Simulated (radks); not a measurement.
Values are calculated unless marked as measured or tabulated.
The table gives one normalised radial function P(r) = r R(r) (large component) of In in [Kr] 4d10 5s2 5d1 (r in bohr). Code: a radial shooting solver on a logarithmic mesh with Libxc functionals. Model: Dirac Kohn-Sham, PBEsol, spin-unpolarised, spherical densities, finite nucleus; open shells fill j = l - 1/2 first; Fermi nuclear charge, rms radius 4.6156 fm.

r           P
0.003801   0.0493
0.004497   0.0555
0.005319   0.0620
0.006242   0.0684
0.007384   0.0749
0.008666   0.0807
0.01025    0.0857
0.01203    0.0890
0.01423    0.0900
0.0167     0.0877
0.01975    0.0810
0.02337    0.0687
0.02742    0.0509
0.03244    0.0255
0.03807   -0.0047
0.04503   -0.0414
0.05285   -0.0781
0.06251   -0.1137
0.07336   -0.1385
0.08678   -0.1474
0.1027    -0.1316
0.1205    -0.0895
0.1425    -0.0188
0.1672     0.0648
0.1978     0.1508
0.2321     0.2079
0.2746     0.2172
0.3223     0.1636
0.3812     0.0450
0.451     -0.1104
0.5292    -0.2497
0.626     -0.3355
0.7346    -0.3234
0.869     -0.2016
1.02      -0.0038
1.206      0.2421
1.416      0.4617
1.675      0.6323
1.981      0.7149
2.325      0.7069
2.75       0.6215
3.227      0.4928
3.818      0.3430
4.48       0.2155
5.3        0.1153
6.219      0.0560
7.357      0.0222
8.703      0.0072
10.21      0.0020
12.08      0.0004
14.18      0.0001
16.77      0.0000
19.68      0.0000
23.28      0.0000
27.32      0.0000
32.32      0.0000

Which n and l does it have? It may be an empty orbital.

Answer. n = 5, l = 0: the number of nodes gives n - l - 1 = 4, the rise at small r points to l (this Dirac orbital starts outside the nucleus as r^gamma with gamma = sqrt((l + 1)^2 - (Z/c)^2) = 0.93; the j = 1/2 orbital of l + 1 starts with the same power, but with a smaller coefficient, and then steepens), and the extent must fit the shell. The curve is that of 5s1/2. 5s1/2: eigenvalue -11.748 eV, 4 radial nodes at r = 0.0372, 0.148, 0.401, 1.02 bohr, <r> = 2.49 bohr, 90 % of the charge inside 3.67 bohr.
